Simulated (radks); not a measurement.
Charge is removed step by step from the 4s down level of the niobium ion Nb+, starting from [Ar] 3d10 4s(up 1, down 1) 4p6 4d4. Calculated with a radial shooting solver on a logarithmic mesh with Libxc functionals: scalar-relativistic Kohn-Sham, SCAN, spin-polarised, spherical densities, finite nucleus; open shells are filled with parallel spins first (spin-orbit coupling, left out, can overturn this in heavy ions); meta-GGA in the generalised Kohn-Sham scheme; Fermi nuclear charge, rms radius 4.324 fm.

removed (e)  E - E(0) (eV)  eigenvalue (eV)
0                    0.000          -64.835
0.125                8.197          -66.210
0.25                16.545          -67.625
0.375               25.087          -69.076
0.5                 33.816          -70.560
0.625               42.727          -72.071
0.75                51.835          -73.604
0.875               61.136          -75.155

The mean slope of the eigenvalue, de/dn, is 11.8 eV per electron.
